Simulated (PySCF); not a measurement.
A compound of formula C21H24O4Se2Sn has these computed shifts in ppm, with the number of atoms in brackets (GIAO KT3/pcSseg-1 (def2-SVP on Sn), gas phase, PySCF SCF with an in-house response code, fitting set def2-universal-JFIT, grid level 2, non-relativistic but for scalar-relativistic core potentials on heavy atoms, on the GFN2-xTB geometry; 13C, 1H against isolated TMS; 17O against isolated H2O; 77Se against isolated Me2Se).

17O: 593.5 (1), 413.4 (1), 405.9 (1), 316.9 (1)
13C: 181.0 (1), 179.4 (1), 178.0 (1), 157.0 (1), 156.4 (1), 149.1 (1), 144.8 (1), 127.9 (1), 124.7 (1), 123.2 (1), 108.6 (1), 85.0 (1), 80.2 (1), 37.5 (1), 34.7 (1), 23.8 (1), 20.0 (1), 12.8 (1), -0.2 (3)
1H: 7.83 (1), 7.26 (1), 3.06 (1), 2.71 (1), 2.34 (3), 1.90 (3), 1.88 (1), 1.38 (1), 0.58 (3), 0.55 (9)
77Se: 675.0 (1), 559.0 (1)

Q: Which structure gave them?

A: CC[C@]12[Se]C(C(C)=O)=CC1=C1C(=O)OC(=O)C1=C1C=[C]([Sn]([CH3])([CH3])[CH3])[Se][C@]12CC. Other isomers were not compared.
